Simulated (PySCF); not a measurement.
Predicted microwave data (CAM-B3LYP/def2-SVPD in PySCF (dipole) on a GFN2-xTB geometry, gas phase) for one isomer of C5H11PSi:

```
Rotational constants : A = 3521, B = 1069, C = 984.3 MHz
Dipole components    : |μa| = 0.31 D, |μb| = 0.41 D, |μc| = 0.74 D
Inertial defect      : -103.03 u·Å²
κ                    : -0.93
```

Problem. Which structure is it? (One computed conformer of each.)
A. `[CH:1]#[C:2][CH2:3][P:4]([CH3:5])[SiH2:6][CH3:7]` with C2–C3–P4–C5 -55°, C3–P4–Si6–C7 55°
B. `[CH3:1][P:2]1[CH2:3][CH:4]=[C:5]([SiH3:6])[CH2:7]1` with C1–P2–C3–C4 79°, P2–C3–C4–C5 14°, C4–C5–C7–P2 -15°, C1–P2–C7–C5 -78°
C. `[CH3:1][C:2]#[C:3][Si:4]([CH3:5])([CH3:6])[PH2:7]` with C3–Si4–P7–H 46° and -46°
D. `[CH3:1][C:2]1=[CH:3][CH2:4][Si@@H:5]([PH2:6])[CH2:7]1` with C4–Si5–P6–H -170° and -77°
E. `[CH2:1]=[CH:2][Si@H:3]([PH2:4])[CH:5]1[CH2:6][CH2:7]1` with C1–C2–Si3–P4 -128°, C2–Si3–P4–H 169° and 76°, C2–Si3–C5–C6 -26°
F. `[CH2:1]=[CH:2][Si:3]1([PH2:4])[CH2:5][CH2:6][CH2:7]1` with C1–C2–Si3–P4 1°, C2–Si3–P4–H -48° and 45°, C2–Si3–C5–C6 100°, Si3–C5–C6–C7 13°, C5–C6–C7–Si3 -13°, C2–Si3–C7–C6 -100°

Solution. B. It is CP1CC=C([SiH3])C1, a near-prolate asymmetric top, point group C1. The candidates at the same level (rigid rotor, commonest isotopes):

| SMILES | A (MHz) | B (MHz) | C (MHz) | μa (D) | μb (D) | μc (D) | Δ (u·Å²) | point group | rotor |
| --- | --- | --- | --- | --- | --- | --- | --- | --- | --- |
| CP1CC=C([SiH3])C1 | 3521 | 1069 | 984.3 | 0.31 | 0.41 | 0.74 | -103.03 | C1 | near-prolate asymmetric top |
| C#CCP(C)[SiH2]C | 1888 | 1521 | 1126 | 0.36 | 0.58 | 0.15 | -151.02 | C1 | asymmetric top |
| CC1=CC[Si@@H](P)C1 | 3642 | 988.6 | 881.7 | 0.42 | 0.02 | 0.58 | -76.76 | C1 | near-prolate asymmetric top |
| C=C[Si]1(P)CCC1 | 2058 | 1422 | 1004 | 0.27 | 1.09 | 0.01 | -97.62 | – | asymmetric top |
| C=C[Si@H](P)C1CC1 | 1857 | 1326 | 865.6 | 0.84 | 0.42 | 0.35 | -69.58 | C1 | asymmetric top |
| CC#C[Si](C)(C)P | 2113 | 915.9 | 816.7 | 1.83 | 0.43 | 0.00 | -172.15 | Cs | asymmetric top |

`CC1=CC[Si@@H](P)C1` has C 10 % too low; `C=C[Si]1(P)CCC1` has A 42 % too low; `CC#C[Si](C)(C)P` has A 40 % too low; `C=C[Si@H](P)C1CC1` has A 47 % too low; `C#CCP(C)[SiH2]C` has A 46 % too low. No structure here is proved a minimum.
